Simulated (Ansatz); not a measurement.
Ansatz (an electronic-structure program) input for OP, SMILES O=[P], multiplicity 2, PBE0/def2-TZVPD. Geometry optimised at PBE0-D3(BJ)/def2-TZVPD.

Ansatz 0.2 input:
```yaml
crystal:
  periodic: [false, false, false]
  atoms:
    - {symbol: P, position_ang: [0.00000000, 0.00000000, -0.51259111]}
    - {symbol: O, position_ang: [0.00000000, 0.00000000, 0.96110833]}
basis:
  gaussian:
    orbitals: def2-TZVPD
hamiltonian:
  xc: {name: PBE0}
magnetization: {spin_polarized: true, initial_magnetization: 1}
```

It prints:

```
WARN ansatz: RAYON_NUM_THREADS=1 ignored (pool sized by the plan → 1); use --threads N
Functional definition: PBE0
integrals: 0.01 GiB planned
476 factors; their error is unknown
mean field: 0.22 GiB planned
mean field evaluation 1: about -11324.1511 eV, gradient 4.1e1 eV
mean field evaluation 2: about -11273.1555 eV, gradient 1.1e2 eV
mean field evaluation 4: about -11330.0976 eV, gradient 2.1e0 eV
mean field evaluation 8: about -11330.1535 eV, gradient 8.7e-2 eV
mean field evaluation 16: about -11330.1535 eV, gradient 3.5e-5 eV
mean field -11330.15350225 eV, -416.3754613539 hartree, gradient 3.5e-5 eV, S^2 0.755961; 0 other end points of the search recorded, 0 dependent functions left out
reference -11330.15352795 eV, -416.3754622981 hartree; 12, 11 occupied and 71, 72 virtual orbitals, 476 factors
Total energy: -11330.15352795 eV, -416.3754622981 hartree
```

Self-consistency was reached.
